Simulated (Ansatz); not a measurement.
`C=CCCC` and `C=CCC[SiH3]` differ in one atom or group.

Ansatz, PBE0-D4/def2-TZVP geometries, multiplicity 1. Each molecule was computed in one conformer, which needn't be the lowest.

| property | `C=CCCC` |
| --- | --- |
| HOMO energy (PBE/def2-TZVPP) / eV | -6.23 |
| HOMO energy (B3LYP/def2-TZVPP) / eV | -7.12 |
| LUMO energy (ωB97M-V/def2-TZVPP) / eV | 2.50 |
| size of the dipole moment (ωB97M-V/def2-TZVPP) / D | 0.41 |
| size of the dipole moment (B3LYP/def2-TZVPP) / D | 0.43 |
| HOMO–LUMO gap (ωB97M-V/def2-TZVPP) / eV | 12.11 |

Question: What does the change do to each property? (Best estimate.)

Answer: Ansatz gave: 
| property | `C=CCC[SiH3]` | shift |
| --- | --- | --- |
| HOMO energy (PBE/def2-TZVPP) / eV | -6.38 | -0.15 |
| HOMO energy (B3LYP/def2-TZVPP) / eV | -7.27 | -0.15 |
| LUMO energy (ωB97M-V/def2-TZVPP) / eV | 2.02 | -0.48 |
| size of the dipole moment (ωB97M-V/def2-TZVPP) / D | 0.96 | 0.55 |
| size of the dipole moment (B3LYP/def2-TZVPP) / D | 0.97 | 0.54 |
| HOMO–LUMO gap (ωB97M-V/def2-TZVPP) / eV | 11.77 | -0.34 |

With PBE0 the HOMO falls by 0.15 eV and the LUMO falls by 0.28 eV, so the gap narrows by about 0.13 eV. PBE moves the HOMO by -0.15 eV and ωB97M-V by -0.14 eV. Dipoles are sizes alone; their direction can turn.

B3LYP here is the variant with VWN-RPA as its local correlation; programs differ in this.
